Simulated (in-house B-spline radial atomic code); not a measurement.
Inner-shell binding energies (edges) and X-ray emission energies of free atoms and ions, as differences of relaxed hole-state energies with first-order Breit, QED and recoil terms, without correlation or multiplet splittings, in NIST's listed ground configurations. For neutral atoms such line energies lie within some 1 to 5 eV of tabulated X-ray lines (up to 20 eV for the heaviest). K = 1s, L3 = 2p3/2, M3 = 3p3/2, M5 = 3d5/2. A dash marks a subshell that is part filled or wasn't run, or a line left out. Computed with a B-spline radial code for spherical atoms: Dirac-Hartree-Fock, average of the configuration, finite nuclei.

```tsv
ion	configuration	L3 edge (eV)	M5 edge (eV)	K-M3 (eV)
Ba	[Xe] 6s2	5256.3	789.59	36372.4
La+	[Xe] 5d2	5500.52	-	37795.7
Ce2+	[Xe] 4f2	5739.31	898.56	39255.3
Pr3+	[Xe] 4f2	6001.05	968.48	40742.8
```
